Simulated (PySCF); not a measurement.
Molecule: SMILES CC(C)(C)CC[SiH3] (C₆H₁₆Si), singlet. Atoms near the plane z = 0.0 Å, at the GFN2-xTB optimised geometry (x, y, z in Å): C1 (1.4, -0.1, 0.0), C2 (-0.1, -0.1, 0.0), C3 (-0.7, 1.4, 0.0), H8 (1.8, 0.4, -0.9), H9 (1.8, 0.5, 0.8), H10 (1.8, -1.1, 0.1), H11 (-1.7, 1.4, 0.0), H12 (-0.3, 1.9, 0.8), H13 (-0.3, 1.9, -0.9).

Calculation: B3LYP/def2-SVP run with PySCF 2.14.0. Cells within 0.4 Å of a nucleus heavier than hydrogen are left out (blank, or x). The values are rescaled to run from 0 to 1.

```
|000000000000000000000000000|
|000000000000000000000000000|
|000000000000000000000000000|
|000000000000000000000000000|
|000000000011100000000000000|
|000000011355421000000000000|
|000001345999983100000000000|
|000014999999997210000000000|
|0001279999xxx99311000000000|
|0001279999xxx99533211000000|
|000114999999999779962100000|
|000012467999999999998200000|
|000001123899999999999510000|
|000000113899xx999xx99710000|
|000001113899xx999xx99610000|
|000001123799999999999510000|
|000001123599999999999710000|
|000000112467875459999710000|
|000000001234432238999510000|
|000000000112221113675210000|
|000000000011111111222100000|
|000000000001111000111000000|
|000000000000000000000000000|
|000000000000000000000000000|
|000000000000000000000000000|
|000000000000000000000000000|
|000000000000000000000000000|
```
Scale: ten equal steps from 0.000 (start of '0') to 1.00 (end of '9'), in the order '0123456789'; x runs from -4.00 to 4.00, y from -4.00 (bottom) to 4.00 (top).

Problem. Which quantity is mapped?
A. deformation density (molecule minus spherical neutral atoms)
B. an orbital amplitude
C. electrostatic potential
D. log10 of the electron density

Solution. C, electrostatic potential. In full: electrostatic potential (hartree/e), clipped to [-0.08, 0.12].
